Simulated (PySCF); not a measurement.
## Arsenic: a sound run and one with changed settings

Sound run: As [Ar] 3d10 4s2 4p3, As⁺ [Ar] 3d10 4s2 4p2. Calculation: PySCF 2.14, in x2c-SVPall (5s4p3d, 32 functions); scalar relativity by spin-free X2C-1e. The sound run starts from symmetry-adapted Hartree-Fock orbitals and uses a fine grid where one is needed.

Changed run: initial guess minao, at most 50 SCF cycles, level shift 10.0 hartree.

```json
{"species": "As", "method": "UHF", "sound run (hartree)": "-2258.62266", "changed run (hartree)": "-2258.62266", "converged": "no"}
{"species": "As", "method": "M06-L", "sound run (hartree)": "-2260.22376", "changed run (hartree)": "-2260.22375", "converged": "no"}
{"species": "As", "method": "B3LYP", "sound run (hartree)": "-2260.35568", "changed run (hartree)": "-2260.35568", "converged": "no"}
{"species": "As⁺", "method": "UHF", "sound run (hartree)": "-2258.27608", "changed run (hartree)": "-2258.27607", "converged": "no"}
{"species": "As⁺", "method": "M06-L", "sound run (hartree)": "-2259.86775", "changed run (hartree)": "-2259.86772", "converged": "no"}
{"species": "As⁺", "method": "B3LYP", "sound run (hartree)": "-2259.99522", "changed run (hartree)": "-2259.99519", "converged": "no"}
```

A level shift slows the SCF but leaves a converged energy unchanged.
